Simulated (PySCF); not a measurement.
## Highest orbital energy against ionisation energy along the second row

Calculated with PySCF 2.14, no spin-orbit coupling. Each cell gives −ε(HOMO) / ΔSCF in eV; NIST values include spin-orbit coupling, (s) semi-empirical, (t) theoretical.

```
                            species              UHF              LDA              PBE             PBE0           r2SCAN  NIST (lowest levels)
Be+ (def2-TZVPPD, non-relativistic)  18.124 / 18.122  14.290 / 18.239  14.457 / 18.478  15.469 / 18.442  14.607 / 18.171                18.211
 B+ (def2-TZVPPD, non-relativistic)  23.774 / 23.441  19.399 / 24.544  19.495 / 24.600  20.785 / 24.557  19.722 / 24.254                25.155
 C+ (def2-TZVPPD, non-relativistic)  24.876 / 24.170  17.799 / 24.766  17.950 / 24.853  19.793 / 24.835  18.640 / 25.003                24.383
 N+ (def2-TZVPPD, non-relativistic)  30.380 / 29.210  21.997 / 30.052  22.020 / 29.900  24.242 / 29.912  22.795 / 30.138            29.601 (s)
 O+ (def2-TZVPPD, non-relativistic)  36.213 / 34.584  26.435 / 35.583  26.368 / 35.280  28.980 / 35.316  27.298 / 35.486                35.121
 F+ (def2-TZVPPD, non-relativistic)  35.658 / 33.412  26.157 / 35.259  26.441 / 35.421  29.026 / 35.258  27.028 / 35.116                34.971
Ne+ (def2-TZVPPD, non-relativistic)  42.101 / 39.287  31.224 / 41.423  31.234 / 41.139  34.218 / 41.008  32.022 / 41.138                40.963
```

How far is −ε(HOMO) from ΔSCF on average for each method, and why?

UHF 1.27 eV; LDA -7.51 eV; PBE -7.39 eV; PBE0 -5.26 eV; r2SCAN -6.74 eV. Hartree-Fock orbital energies lack relaxation and so exceed the ΔSCF value; semilocal functionals have convex E(N) from self-interaction, so their HOMO lies far too high; exact exchange moves hybrids part of the way back.
